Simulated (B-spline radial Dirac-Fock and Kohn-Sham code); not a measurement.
Elastic scattering of 75.6 eV electrons by the free rhodium atom

Level of theory: relativistic (Dirac) partial waves in the static field of the Dirac-Fock atom with Furness-McCarthy exchange, without polarisation or absorption potentials; a B-spline atomic structure program. Below a few hundred eV the neglected polarisation potential matters, most of all at small angles.

Input file task.json (cfg lists n, l and occupation; rrms is the nuclear radius in fm):

```json
{"items": [{
  "Z": 45,
  "q": 0,
  "cfg": [[1, 0, 2], [2, 0, 2], [2, 1, 6], [3, 0, 2], [3, 1, 6], [3, 2, 10], [4, 0, 2], [4, 1, 6], [4, 2, 8], [5, 0, 1]],
  "A": 103,
  "rrms": 4.4945,
  "do": "elastic",
  "energies": [[75.6, 0]],
  "theta": [0, 0.5, 1, 2, 4, 8, 12, 16, 24, 32, 45, 60, 75, 90, 105, 120, 135, 150, 165, 180]
}]}
```

Run with: `python xray2_run.py task.json out`

```
θ (°)  dσ/dΩ (a₀²/sr)  Sherman function
    0            47.0             0.000
  0.5            47.0             0.000
    1            46.9             0.000
    2            46.5             0.000
    4            44.9             0.000
    8            39.6             0.000
   12            33.0             0.001
   16            26.6             0.003
   24            16.4             0.008
   32            9.04             0.017
   45            1.92             0.053
   60           0.550            -0.044
   75            1.42            -0.063
   90            1.22            -0.051
  105           0.878            -0.003
  120           0.660             0.036
  135          0.0734             0.118
  150           0.531            -0.031
  165            2.79            -0.007
  180            4.24             0.000
```

The total elastic cross section is 34.1 a₀², the first transport cross section 13.1 a₀² and the second, weighted with (3/2) sin²θ, 16.6 a₀². The mean deflection is ⟨1 − cos θ⟩ = 0.384, and 15 % of the collisions scatter beyond 90°.

On this grid of angles the cross section has minima near 60°, 135°, from interference among the few low partial waves with large phase shifts.

Phase shifts modulo π (rad) for κ = −1 to −5: 1.161, -1.104, -0.821, -1.487, 0.441.

Values without a named source are computed, but for edge energies of neutral atoms, which are taken from tables.
